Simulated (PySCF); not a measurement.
**Converging TlN in the basis (r²SCAN)**

PySCF, UKS reference; triplet, unpaired electrons π ↑↑; De to Tl + N without counterpoise correction.

```tsv
basis	relativity	functions	Re (Å)	ωe (cm⁻¹)	De (eV)	μ (D)
cc-pVDZ-PP/cc-pVDZ	scalar-relativistic core potentials	37	2.333	394	1.45	-2.64
def2-SVP	scalar-relativistic core potentials	40	2.336	395	1.47	-2.79
def2-SVPD	scalar-relativistic core potentials	52	2.334	401	1.64	-2.84
aug-cc-pVDZ-PP/aug-cc-pVDZ	scalar-relativistic core potentials	55	2.339	392	1.63	-3.14
x2c-TZVPPall	spin-free X2C	114	2.296	406	1.69	-2.99
```

Q: How does each smaller set differ from the one with most functions, x2c-TZVPPall?

A: cc-pVDZ-PP/cc-pVDZ: +3.7 pm, -3.0 % in ωe, -0.24 eV in De; def2-SVP: +4.0 pm, -2.7 % in ωe, -0.22 eV in De; def2-SVPD: +3.8 pm, -1.2 % in ωe, -0.05 eV in De; aug-cc-pVDZ-PP/aug-cc-pVDZ: +4.3 pm, -3.4 % in ωe, -0.06 eV in De. All at r²SCAN; the set with most functions is neither the basis-set limit nor always the best. The rows treat relativity differently, so the differences are not basis effects alone.

A positive dipole means Tl(−)N(+). Spin–orbit coupling is left out, which matters for elements this heavy, above all for dissociation energies. The state was picked by a PBE0 search and need not be the measured ground state.
